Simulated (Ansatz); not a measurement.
Consider the hydrogenolysis of the Se–B bond: `B[Se][SiH2]F` + H₂ → `F[SiH2][SeH]` + BH₃.

Computed with Ansatz on PBE0-D4/def2-TZVP structures; ΔE is electronic, products minus reactants. CBS: MP2 limit from def2 TZ/QZ plus the TZ coupled-cluster correction, frozen cores. This one scheme is used for every species. DFT in def2-TZVPP. B3LYP here is the variant with VWN-RPA as its local correlation; programs differ in this. For Se outer-core shells are correlated without core-valence functions, which leaves a few kJ/mol of doubt a bond. Scalar relativity is left out up to krypton. Each species was taken in one conformer, which may not be the lowest.

CCSD(T)/CBS gives +73.8 kJ/mol.

Task: Another level gave +69.5 kJ/mol. Which?
A. PBE0-D4/def2-TZVPP
B. PBE-D4/def2-TZVPP
C. ωB97X-V/def2-TZVPP
D. B3LYP-D4/def2-TZVPP

Result: D. B3LYP-D4 69.5, PBE0-D4 75.4, ωB97X-V 65.2, PBE-D4 83.2 kJ/mol.

Largest T1 diagnostic among the species: 0.013.

From PBE to PBE0 (25 % exact exchange), in def2-TZVPP and without D4, ΔE moves by −7.1 kJ/mol. The D4 term adds +8.2 kJ/mol with B3LYP and +4.4 kJ/mol with PBE0; it sums over pairs of atoms, weighted by their polarisabilities, and B3LYP, whose exchange is more repulsive, gets the larger term. In def2-TZVPP, CCSD(T) changes the Hartree–Fock value by +34.4 kJ/mol (the triples alone add +7.4 kJ/mol) and MP2 by +41.8 kJ/mol.
